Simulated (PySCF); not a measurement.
Below is a simulated gas-phase C 1s photoelectron spectrum of `CCN1C=CC=C1` (1-ethylpyrrole).

Every computed line was given a Gaussian of 0.4 eV full width at half maximum and an area set by the number of equivalent atoms; the highest printed point is 100. Level of theory: delta-SCF UKS SCAN, pcX-2 on the ionised atom, pcseg-1 elsewhere, spin-free X2C (PySCF).

binding energy (eV), intensity and a bar:
```
    289.0          1 
    289.1          3 #
    289.2         13 ####
    289.3         36 ###########
    289.4         71 #####################
    289.5         99 ##############################
    289.6         97 #############################
    289.7         68 ####################
    289.8         34 ##########
    289.9         14 ####
    290.0         14 ####
    290.1         34 ##########
    290.2         68 ####################
    290.3         98 #############################
    290.4        100 ##############################
    290.5         76 #######################
    290.6         51 ###############
    290.7         44 #############
    290.8         50 ###############
    290.9         51 ###############
    291.0         38 ###########
    291.1         20 ######
    291.2          8 ##
    291.3          2 #
    291.4          0 
    291.5          0 
    291.6          2 #
    291.7          7 ##
    291.8         20 ######
    291.9         37 ###########
    292.0         50 ###############
    292.1         48 ##############
    292.2         32 ##########
    292.3         15 #####
    292.4          5 #
    292.5          1 
    292.6          0
```

Count the maxima, the lines and the sites behind this envelope.

The curve has 4 maxima (at 289.5, 290.4, 290.9 and 292.0 eV). Under it lie 4 lines from 4 inequivalent carbon sites.

Decompose the envelope and assign each component. Numbering: `[CH3:1][CH2:2][n:3]1[cH:4][cH:5][cH:6][cH:7]1`.

```csv
position (eV),relative area,line,atoms,environment
289.55,2,C 1s,C5/C6,aromatic CH carbon
290.35,2,C 1s,C4/C7,aromatic CH next to a ring nitrogen
290.87,1,C 1s,C1,methyl carbon
292.04,1,C 1s,C2,sp3 carbon bound to nitrogen
```

The listed C 1s values span 2.49 eV, from C5/C6 (bonded to 2 C (aromatic in the SMILES) and H) to C2 (bonded to N, C and 2 H).

Shake-up satellites, vibrational structure and lifetime widths aren't simulated. The first atom of each set that the bonding makes equivalent was ionised and stands for the set. One conformer (not necessarily the lowest) at the PBE0-D3(BJ)/def2-SVP geometry, without solvent, vibrations or thermal averaging.

Conformer computed: `[CH3:1][CH2:2][n:3]1[cH:4][cH:5][cH:6][cH:7]1`: C1–C2–N3–C4 -87°.
